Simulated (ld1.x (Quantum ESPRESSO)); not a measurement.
# Plane-wave convergence, ultrasoft potential for P

```
Element                 : phosphorus (P)
Generator               : ld1.x (Quantum ESPRESSO) 7.5
Type                    : ultrasoft
Functional              : PBE
Relativity              : non-relativistic
Frozen core             : [Ne]
Valence charge          : 5
Reference configuration : 3s2 3p3
Partial waves           : 3s (bound): rcut 1.20, rcutus 1.45 bohr; 3s channel at 2.1 Ry: rcut 1.20, rcutus 1.45 bohr; 3p (bound): rcut 1.35, rcutus 1.75 bohr; 3p channel at 0.05 Ry: rcut 1.35, rcutus 1.75 bohr
Local potential         : all-electron potential smoothed inside 1.86 bohr (lloc = -1)
Core correction         : none
Augmentation charge     : PSQ, inside the norm-conserving radii
```

The pseudo-atom Hamiltonian at the reference potential is diagonalised in spherical Bessel functions j_l(qr) that vanish at 20 bohr, with q² up to the cutoff. All-electron valence levels (Ry): 3s -1.0213, 3p -0.4055.

Q: How do the lowest levels (Ry) of each channel move with the cutoff, and are there ghosts?

A:

```
cutoff (Ry)     s #1     p #1    d #1    d #2    f #1  Σ f·Δε (mRy)
          8  -0.9816  -0.3937  0.0643  0.1451  0.1144         116.2
         10  -0.9975  -0.4003  0.0642  0.1448  0.1144          64.5
         12  -1.0092  -0.4032  0.0642  0.1446  0.1144          32.2
         15  -1.0163  -0.4049  0.0642  0.1445  0.1144          13.1
         18  -1.0205  -0.4053  0.0642  0.1445  0.1144           3.4
         21  -1.0211  -0.4055  0.0642  0.1445  0.1144           1.5
         25  -1.0212  -0.4057  0.0642  0.1444  0.1144           0.9
         30  -1.0212  -0.4057  0.0642  0.1444  0.1144           0.7
         35  -1.0214  -0.4057  0.0642  0.1444  0.1144           0.4
        400  -1.0215  -0.4058  0.0642  0.1444  0.1144           0.0
```

Result: no extra level below or beside the all-electron valence levels (s, p, d, f tested); 10 mRy is reached at 18 Ry and 1 mRy at 25 Ry.
